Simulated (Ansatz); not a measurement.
Saddle point of BSiH$_{4}$ClF$_{2}$, closed shell (BSiH₃F₂ ([F][B]([F])[SiH3]) + HCl → BSiH₂ClF₂ ([F][B]([F])([SiH2])[Cl]) + H₂; bonds formed: B1–Cl6, Si2–H5, H5–H9; bonds broken: Si2–H9, H5–Cl6), PBE0-D4/def2-TZVP structure:

```csv
atom,x (Å),y (Å),z (Å)
B1,-0.4523,-1.1270,0.3887
Si2,-0.3467,0.9468,0.0932
F3,-1.2453,-1.7315,-0.5253
F4,-0.6561,-1.4797,1.6756
H5,1.1550,0.2163,-0.7663
Cl6,1.4475,-1.4795,-0.0921
H7,-1.1800,1.7914,-0.8091
H8,0.3368,1.8438,1.0613
H9,0.9413,1.0193,-1.0261
```

Energies are electronic, without zero-point energy. Barriers and step energies count from the start structure reached by relaxing down the imaginary mode; all methods use the PBE0-D4 structures, on which another method's saddle can fall below an end. Program: Ansatz 0.2.0. Basis: def2-TZVPP, with def2-QZVPP for the basis limit. Cores are frozen in the correlated methods. B3LYP uses VWN-RPA correlation. Extrapolation: Hartree–Fock as exp(−7.88 √X), correlation as X^−2.97.

| method | barrier (kcal/mol) | step energy (kcal/mol) |
| --- | --- | --- |
| SPW92 | 13.43 | 15.52 |
| PBE-D4 | 21.35 | 21.49 |
| BLYP-D4 | 26.60 | 25.65 |
| r2SCAN-D4 | 24.85 | 24.65 |
| B97M-V | 28.64 | 27.44 |
| PBE0-D4 | 25.07 | 24.32 |
| B3LYP-D4 | 29.17 | 27.61 |
| r2SCAN0-D4 | ? | 26.02 |
| BHLYP-D4 | ? | 30.76 |
| CAM-B3LYP-D4 | 31.02 | 29.16 |
| wB97X-V | 30.93 | 28.71 |
| wB97M-V | 29.07 | 26.15 |
| B2PLYP | 30.87 | 28.77 |
| PBE-QIDH | 28.32 | 26.58 |
| RPA on PBE | ? | 31.02 |
| HF | 46.71 | 41.07 |
| MP2 | 29.91 | 27.47 |
| CCSD | 35.08 | 31.91 |
| CCSD(T) | 32.37 | 29.81 |

Task: Fill in the withheld barriers. (An estimate is asked for; the value comes from the calculation.)

Result: Computed: RPA on PBE 33.37; r2SCAN0-D4 27.09; BHLYP-D4 33.54 kcal/mol. Each is the energy of the saddle less that of the start structure, by the same method.

For comparison, the barrier by CCSD(T) at an estimated basis limit (MP2 extrapolated from triple and quadruple zeta, plus CCSD(T) − MP2 in triple zeta) is 30.70 kcal/mol.

T1 diagnostic: at most 0.013.

Labels in which every atom is bracketed show which atoms are joined, not bond orders.

For scale, one of the runs: CCSD(T)/def2-TZVPP, 233 basis functions (an equivalent command: `ansatz run in.yaml --threads 4`). Time: 2.2 min of wall clock on 4 CPU threads; the host was shared. Peak host memory: 4.1 GiB.
